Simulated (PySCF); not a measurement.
A structure optimised at PBE-D3(BJ)/def2-TZVP, used in a PySCF frequency run:

```xyz
3

Se     0.0000     0.0000     1.7046
C      0.0000     0.0000     0.0000
Se     0.0000     0.0000    -1.7046
```
Charge 0, spin multiplicity 1.

Question: Write its SMILES, formula and point group.

Answer: [Se]=C=[Se], CSe2, D∞h

Question: What are its rotational constants (standard atomic weights)?

Answer: 1.1012 GHz (linear rotor, B only)
